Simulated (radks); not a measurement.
Initial-state core-level shifts of the rhenium ion Re+ when its valence configuration changes from [Xe] 4f14 5d5 6s1. Method: scalar-relativistic Kohn-Sham, PBEsol, spin-unpolarised, spherical densities, point nucleus; computed with a radial shooting solver on a logarithmic mesh with Libxc functionals. Shifts are changes of the shell-averaged eigenvalues in eV (positive: less bound).

valence                    2s       3p       4s       4p
4f14 5d5.5 6s0.5       +1.400   +1.382   +1.378   +1.379
4f13.5 5d5 6s1 6p0.5   -7.843   -8.563   -7.924   -7.737
4f13 5d6 6s1          -11.206  -12.718  -11.375  -10.987
4f13 5d5 6s1 6p1      -16.013  -17.481  -16.121  -15.733
4f14 5d4 6s1 6p1       -4.581   -4.539   -4.529   -4.531
4f14 5d6               +2.721   +2.688   +2.682   +2.685
4f13 5d6 6p1          -12.766  -14.288  -12.951  -12.562
4f13.5 5d5.5 6s1       -5.525   -6.264   -5.630   -5.442
4f14 5d5 6p1           -1.538   -1.546   -1.551   -1.550
